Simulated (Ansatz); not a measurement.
One change: `O[SiH2][SiH2]CF` becomes `BC[SiH2]CF`.

Ansatz, PBE0-D4/def2-TZVP geometries, multiplicity 1. Each molecule was computed in one conformer, which needn't be the lowest.

```csv
property,`O[SiH2][SiH2]CF`
HOMO energy (PBE/def2-TZVPP) / eV,-6.51
HOMO–LUMO gap (PBE/def2-TZVPP) / eV,5.02
HOMO–LUMO gap (B3LYP/def2-TZVPP) / eV,6.72
HOMO–LUMO gap (ωB97M-V/def2-TZVPP) / eV,10.86
size of the dipole moment (B3LYP/def2-TZVPP) / D,1.38
HOMO energy (ωB97M-V/def2-TZVPP) / eV,-9.85
```

(1) Give the same properties after the change, and the shifts. (Estimate.)

## Answers

(1) Computed: 
```json
{"property": "HOMO energy (PBE/def2-TZVPP) / eV", "`BC[SiH2]CF`": "-7.16", "shift": "-0.65"}
{"property": "HOMO–LUMO gap (PBE/def2-TZVPP) / eV", "`BC[SiH2]CF`": "4.82", "shift": "-0.20"}
{"property": "HOMO–LUMO gap (B3LYP/def2-TZVPP) / eV", "`BC[SiH2]CF`": "6.77", "shift": "0.05"}
{"property": "HOMO–LUMO gap (ωB97M-V/def2-TZVPP) / eV", "`BC[SiH2]CF`": "11.35", "shift": "0.49"}
{"property": "size of the dipole moment (B3LYP/def2-TZVPP) / D", "`BC[SiH2]CF`": "1.46", "shift": "0.08"}
{"property": "HOMO energy (ωB97M-V/def2-TZVPP) / eV", "`BC[SiH2]CF`": "-10.85", "shift": "-1.00"}
```

With PBE0 the HOMO falls by 0.81 eV and the LUMO falls by 0.73 eV, so the gap widens by about 0.08 eV. PBE moves the HOMO by -0.65 eV and ωB97M-V by -1.00 eV. Dipoles are sizes alone; their direction can turn.

B3LYP here is the variant with VWN-RPA as its local correlation; programs differ in this.
